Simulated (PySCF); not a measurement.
**Electron correlation in Ho⁺ (holmium, charge +1)**

[Xe] 4f11 6s1, one real determinant. All numbers are calculated (PySCF 2.14, scalar relativity by spin-free X2C-1e, in x2c-TZVPPall with one added diffuse shell each of s, p, d, f type (12s8p8d5f2g, 129 functions)). Frozen: [Kr] 4d10; 20 electrons correlated.

MP2 pair energies summed by pair of shells (mhartree):

| pair | energy | share (%) |
| --- | --- | --- |
| 4f-4f | -423.73 | 47.3 |
| 4f-5p | -230.35 | 25.7 |
| 5p-5p | -121.18 | 13.5 |
| 4f-5s | -51.19 | 5.7 |
| 5s-5p | -31.93 | 3.6 |
| 5p-6s | -19.10 | 2.1 |
| 4f-6s | -11.12 | 1.2 |
| 5s-5s | -6.05 | 0.7 |
| 5s-6s | -0.99 | 0.1 |

Total MP2 correlation energy: -895.65 mhartree.

Same-spin part -347.76 and opposite-spin part -547.89 mhartree; SCS-MP2 scales them by 1/3 and 6/5 to -773.39 mhartree.

The reference is one real determinant that mixes LS terms of this configuration.
